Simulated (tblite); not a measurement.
C8H8.
Numbering: `[CH2:1]=[CH:2][CH2:3][C:4]#[C:5][C:6]#[C:7][CH3:8]` (hydrogens: H9, H10 on C1; H11 on C2; H12, H13 on C3; H14, H15, H16 on C8)

Structure optimised with GFN2-xTB, isolated species.

(1) List the bond lengths, angles and torsions at this level.

Results:

(1) 
```json
{"bond": "C1=C2", "length (bohr)": "2.492", "order": "double"}
{"bond": "C2–C3", "length (bohr)": "2.839", "order": "single"}
{"bond": "C3–C4", "length (bohr)": "2.737", "order": "single"}
{"bond": "C4≡C5", "length (bohr)": "2.280", "order": "triple"}
{"bond": "C5–C6", "length (bohr)": "2.569", "order": "single"}
{"bond": "C6≡C7", "length (bohr)": "2.280", "order": "triple"}
{"bond": "C7–C8", "length (bohr)": "2.726", "order": "single"}
{"bond": "C1–H9", "length (bohr)": "2.037", "order": "single"}
{"bond": "C1–H10", "length (bohr)": "2.035", "order": "single"}
{"bond": "C2–H11", "length (bohr)": "2.045", "order": "single"}
{"bond": "C3–H12, C3–H13", "length (bohr)": "2.071", "order": "single"}
{"bond": "C8–H14, C8–H15, C8–H16", "length (bohr)": "2.061", "order": "single"}
```

Bonds in one row agree within 0.02 bohr and their mean is given. Orders are formal, as drawn. A selection of angles:
```json
{"angle": "C1–C2–C3", "degrees": "124.0"}
{"angle": "C2–C3–C4", "degrees": "110.4"}
{"angle": "C3–C4–C5", "degrees": "178.3"}
{"angle": "C4–C5–C6", "degrees": "178.4"}
{"angle": "C5–C6–C7", "degrees": "179.7"}
{"angle": "C6–C7–C8", "degrees": "179.7"}
```

Torsions: C1–C2–C3–C4 -120° (anticlinal). The mirror-image conformer, all signs reversed, is as good.

The 7 C–C bonds span 1.206 Å (C6≡C7, drawn triple) to 1.502 Å (C2–C3, drawn single), a spread of 0.296 Å. Of the pairs four or more bonds apart, H9···H12 is among the closest relative to their van der Waals radii: 2.42 Å, 101 % of the sum of Bondi's values.

Point group: C1 (no symmetry element, even within 0.4 Å). GFN2-xTB frequencies show an imaginary mode (30i cm⁻¹), so the point is no minimum at that level.

The run took 0.18 s of wall time on one thread, Intel Xeon Platinum 8488C (x86_64), no GPU, shared host with 192 logical CPUs at a one-minute load of 12. That covers the optimisation of the geometry.

These are computed values.
